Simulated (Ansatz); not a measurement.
`[OH][SbH][SiH2][SeH]` at its PBE0-D4/def2-TZVP geometry, where that method's forces vanish. Total charge 0; spin multiplicity 1. Sb: def2 effective core potential.

| atom | x (Å) | y (Å) | z (Å) |
| --- | --- | --- | --- |
| O1 | -1.598 | -1.061 | 0.335 |
| Sb2 | -1.398 | 0.920 | 0.302 |
| Si3 | 1.044 | 0.764 | -0.562 |
| Se4 | 1.797 | -1.309 | -0.020 |
| H5 | -2.397 | -1.322 | -0.131 |
| H6 | -0.819 | 0.981 | 1.911 |
| H7 | 1.890 | 1.801 | 0.087 |
| H8 | 1.078 | 1.011 | -2.030 |
| H9 | 0.403 | -1.784 | 0.109 |

**Question.** For each bond, give half the difference of the two atoms' forces along it (eV/Å; positive pushes the atoms apart) under PBE-D4, r2SCAN-D4, B3LYP-D4, ωB97M-V in def2-TZVPP. (Best estimate.)

**Answer.** Ansatz gave: 
```tsv
bond	length (Å)	PBE-D4	r2SCAN-D4	B3LYP-D4	ωB97M-V
O1–Sb2	1.991	0.49	0.16	0.33	0.00
O1–H5	0.961	0.39	0.04	-0.06	-0.07
Sb2–Si3	2.594	0.09	0.07	0.16	-0.09
Sb2–H6	1.711	0.25	0.05	0.06	-0.15
Si3–Se4	2.272	0.14	0.04	0.21	0.04
Si3–H7	1.487	0.07	-0.03	-0.14	-0.11
Si3–H8	1.489	0.08	-0.02	-0.13	-0.12
Se4–H9	1.479	0.29	0.00	0.01	-0.15
```

B3LYP here is the variant with VWN-RPA as its local correlation; programs differ in this.
